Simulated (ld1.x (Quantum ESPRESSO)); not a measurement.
Before and after: PAW potential for Ge

| Property | Result |
| --- | --- |
| Element | Ge |
| Generator | ld1.x (Quantum ESPRESSO) 7.5 |
| Type | PAW |
| Functional | PBEsol |
| Relativity | non-relativistic |
| Frozen core | [Ar] |
| Valence charge | 14 |
| Reference configuration | 3d10 4s2 4p1 (charge +1) |
| Partial waves | 4s (bound): rcut 1.65, rcutus 1.80 bohr; 4s channel at 0.8 Ry: rcut 1.65, rcutus 1.80 bohr; 4p (bound): rcut 1.45, rcutus 1.70 bohr; 4p channel at 2.4 Ry: rcut 1.45, rcutus 1.70 bohr; 3d (bound): rcut 0.70, rcutus 0.75 bohr; 3d channel at -2.55 Ry: rcut 0.70, rcutus 0.75 bohr |
| Local potential | all-electron potential smoothed inside 1.45 bohr (lloc = -1) |
| Core correction | Bessel-smoothed model core, default radius (core density twice the valence density) |
| Augmentation charge | BESSEL, radius 0.55 bohr |

All-electron outer shells of the reference configuration (PBEsol, non-relativistic, ld1.x):

| shell | level (eV) | outermost node (bohr) | outermost maximum (bohr) |
| --- | --- | --- | --- |
| 3p | -123.21 | 0.23 | 0.55 |
| 3d | -39.16 | – | 0.50 |
| 4s | -19.51 | 0.78 | 1.75 |
| 4p | -11.28 | 0.82 | 2.08 |

Change: scalar-relativistic.

Cutoffs: the cutoffs (Ry, on a coarse ladder) from which the occupation-weighted sum of valence levels, in a spherical-Bessel basis at the reference potential, stays within 10 and 1 mRy of its value at 400 Ry; they do not see the model core or the augmentation charge, which bear on the density cutoff. Errors are all-electron minus pseudo energies relative to the spin-unpolarised reference configuration.

**Question.** What does the change do?

**Answer.** Of the 7 tests that both files solve, the error grows in 5 and shrinks in 0 by more than 15 % and 0.3 meV (median size 0.4 → 1.3 meV); neither file shows a bound ghost.

```csv
quantity,base,changed
"cutoff, loose",300 Ry,300 Ry
"cutoff, tight",over 300 Ry,over 300 Ry
loose cutoff by channel (10 mRy a level),"s 8 Ry, p 6 Ry, d 180 Ry","s 6 Ry, p 6 Ry, d 180 Ry"
bound ghosts,none,none
"error for 3d10 4s2 4p2, meV [ΔE -7.49 → -7.45 eV]",+0.2,+1.2
"error for 3d10 4s2 4p0, meV [ΔE 15.46 → 15.45 eV]",-0.4,-2.5
"error for 3d10 4s1 4p0, meV [ΔE 49.70 → 50.24 eV]",-1.9,-6.8
"error for 3d9 4s2 4p2, meV [ΔE 32.12 → 31.24 eV]",-216,-197
"error for 3d10 4s2 4p1.5, meV [ΔE -4.66 → -4.65 eV]",0.0,+0.7
"error for 3d10 4s2 4p2.3, meV [ΔE -8.38 → -8.34 eV]",+0.2,+1.3
"error for 3d10 4s1 4p2, meV [ΔE 8.31 → 8.73 eV]",+1.4,+1.1
s: phases at 1.95 bohr within 0.05 rad from the reference energy up to (Ry; the scan ends near 5),4.5,4.8
p: phases at 1.95 bohr within 0.05 rad from the reference energy up to (Ry; the scan ends near 5),to the end of the scan,to the end of the scan
d: phases at 1.95 bohr within 0.05 rad from the reference energy up to (Ry; the scan ends near 5),to the end of the scan,to the end of the scan
lowest overlap eigenvalue by channel,"s 0.39, p 0.59, d 0.99","s 0.38, p 0.59, d 0.99"
```
